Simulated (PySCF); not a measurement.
**³³S chemical shifts**

Non-relativistic Hamiltonian, averaged over atoms made equivalent by symmetry, fast rotation or ring inversion, a single conformation, no solvent model. Coordinates at the GFN2-xTB level; NMR shieldings at PBE0/pcSseg-1/GIAO; PySCF.

Shieldings were converted by a linear fit to measured shifts: ³³S: δ = 158.28 − 0.937σ (rms 33.3 ppm, 20 shifts vs sulfate, solution or neat liquid). Occasional misses reach two or three times the rms, and more in compound classes unlike the fitted ones.

(1) Give the ³³S shifts of `CS[SiH2][Si](C)([SiH3])[SiH3]`, `C#CC(=C)[Si]1(SC)CC1`, `CCS[SiH2][SiH2][SiH2][SiH3]`.

(2) Match the shifts -100, -210, -370, -452, -494, -615 ppm to `C#C[C@@H]1C[C@]12C[C@H]2S[SiH3]`, `[SiH3]CS[SiH2]C([SiH3])[SiH3]`, `C[P@@](=O)(P)c1cccs1`, `CCSC(F)(F)F`, `C[Si@H]([SiH3])C[SiH2]S[SiH3]`, `CSCC(F)(F)F`.

## Answers

(1) 
```csv
compound,environment,δ (ppm)
CS[SiH2][Si](C)([SiH3])[SiH3],"sulfur bonded to C, Si",-521
C#CC(=C)[Si]1(SC)CC1,"sulfur bonded to C, Si",-518
CCS[SiH2][SiH2][SiH2][SiH3],"sulfur bonded to C, Si",-460
```

(2) -100: C[P@@](=O)(P)c1cccs1 (aromatic ring sulfur); -210: CCSC(F)(F)F (sulfide sulfur); -370: CSCC(F)(F)F (sulfide sulfur); -452: C#C[C@@H]1C[C@]12C[C@H]2S[SiH3] (sulfur bonded to C, Si); -494: [SiH3]CS[SiH2]C([SiH3])[SiH3] (sulfur bonded to C, Si); -615: C[Si@H]([SiH3])C[SiH2]S[SiH3] (sulfur bonded to 2 Si).
